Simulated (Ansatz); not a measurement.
Relaxation of Cl3FHIn (6 atoms, charge 0, multiplicity 1), to a largest force component of 0.03 eV/Å in at most 50 steps.

Theory: Ansatz, RKS PBE0-D4/def2-SVP.

```xyz
6
Properties=species:S:1:pos:R:3:forces:R:3
In -0.003 -0.561 -0.579 0.01 0.71 -0.19
Cl 0.115 -0.115 3.022 -0.06 -1.02 -0.73
Cl 2.050 0.306 -1.190 0.01 0.00 -0.01
Cl -2.048 0.227 -1.316 0.00 0.00 0.01
F -0.015 -2.144 0.520 0.00 -0.61 0.60
H 0.062 -1.329 2.471 0.04 0.91 0.33
```

Question: Where does it end, and by what steps?

Answer: The run converged. After 16 steps the energy has fallen by 0.996 eV; H6 moved furthest, 0.88 Å. Parted: Cl2–H6. Joined: In1–Cl2, F5–H6.

```csv
step,energy less start (eV),largest force component (eV/Å),accepted
0,0.0000,1.016,yes
1,-0.1264,0.467,yes
2,-0.2591,0.364,yes
3,-0.3327,0.676,yes
4,-0.3631,0.651,yes
5,-0.3767,0.301,yes
6,-0.4163,0.251,yes
7,-0.5445,1.450,yes
8,-0.2664,6.467,no
9,-0.7450,1.148,yes
10,-0.8951,0.758,yes
11,-0.9668,1.266,yes
12,-0.9854,0.459,yes
13,-0.9910,0.176,yes
14,-0.9863,0.241,no
15,-0.9954,0.036,yes
16,-0.9955,0.002,yes
```

```xyz
6
Properties=species:S:1:pos:R:3
In 0.021 -0.022 0.023
Cl 0.013 0.244 2.388
Cl 2.064 0.144 -1.064
Cl -2.019 0.097 -1.073
F 0.043 -2.217 0.887
H 0.037 -1.863 1.768
```

Whether the end is a true minimum wasn't checked by a vibrational analysis.

The run took 54 s on 2 threads of Arm Neoverse V1, on a shared host, peak memory 0.24 GiB.
